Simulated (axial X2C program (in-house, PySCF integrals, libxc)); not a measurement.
## Density and ELF of AlSn

All values were computed with an in-house all-electron X2C program for linear molecules (integrals from PySCF). Spin-free means the one-electron spin-free X2C Hamiltonian. Basis: Sn dyall-cv3z [11s12p9d4f1g], Al dyall-v3z [8s8p2d1f] (cores contracted in-house); Gaussian nuclei, density fitting, unrestricted open shells. Masses: Sn 119.902 u, Al 26.982 u.

PBE0, spin-free, state M_S = 3/2, Λ = 0 (beyond evenly filled blocks: σα, π+α, π-α); Sn at z = 0, Al at z = 2.669 Å.

The maps cover the half plane through the axis: z from -2.4 to 4.8 Å along the bond, ρ from 0.15 to 2.25 Å away from it (steps of 0.3 Å, the bottom row nearest the axis).

log10 of the density in e/bohr³:

digits 0 to 9 span -4.03 to 1.82 evenly
```
0001112222222211111111000
0011222222222222222221110
0112223333333333333222211
1122333444333333333332221
1223344444443333444333221
1223445565544444444443322
1233446777654444565443322
1233456797654445787544332
```

Electron localisation function (collinear form, no current term, damped to 0 at low density):

digits 0 to 9 span 0.00 to 1.00 evenly
```
0001344555543322222322100
0023566666655444445665420
0245677766665555567888763
1357776555666666678999986
2567764322356676547999998
3677642333235762000599999
4677533777325740473079999
4677426373624721848159999
```

Axial spin density in 10⁻³ e/bohr³:

digits 0 to 9 span -9.83 to 9.83 evenly, values beyond are clipped
```
5555555555555555555555555
5555556666666655555555555
5555667777777666555555555
5556678999998776666666555
5556799999999987667776655
5567999978999997667998665
5567998374699996546999765
5568995999399996696999865
```

The state is a single determinant with fixed occupations, the lowest that a limited PBE0 search found. Other states lie close and PBE0, whose exact exchange favours high spin, may order them wrongly; the determinant shown need not be the ground state. The nearest other spin-free determinant of the search, M_S = 1/2, Λ = 0, lies 0.29 eV up at the distance of the search.
